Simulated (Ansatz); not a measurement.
The cluster Li₃Br₃⁻. Total charge -1; doublet. Geometry r2SCAN-D4/def2-SVPD, basis def2-TZVPD, Ansatz.

```xyz
6

Li    1.520   -0.475    0.736
Li   -1.410   -0.331    0.989
Li    0.018    1.605   -0.708
Br   -0.003   -2.312    1.266
Br   -2.301    0.869   -0.946
Br    2.177    0.643   -1.336
```

```csv
run,HOMO (eV),LUMO (eV)
A,0.20,2.11
B,0.72,1.76
C,0.73,1.59
D,0.51,1.84
E,-1.51,3.15
```

LC-ωPBE has ω = 0.4 bohr⁻¹. Another isomer (doublet) lies 0.14 eV lower at PBE0-D4/def2-TZVPD; other spin states weren't run for this one.

HOMO and LUMO are taken over both spins.

**Question.** The runs used LC-ωPBE, PBE, PBE0, r2SCAN, r2SCANh. Estimate which is which.

**Answer.** A PBE0 (25 % exact exchange); B r2SCAN (0 % exact exchange); C PBE (0 % exact exchange); D r2SCANh (10 % exact exchange); E LC-ωPBE (range-separated). Exact exchange lowers occupied and raises empty levels; among semilocal functionals meta-GGAs tend to open the gap a little, and such runs are hard to tell apart. The gap grows from 0.86 eV (PBE) to 4.65 eV (LC-ωPBE). At PBE0-D4/def2-TZVPD, r2SCAN-D4/def2-TZVPD, PBE-D4/def2-TZVPD, r2SCANh-D4/def2-TZVPD the highest occupied level of the charge -1 doublet lies above zero (up to 0.73 eV). The electron is either unbound and held by the finite basis, or the level is raised by self-interaction error.
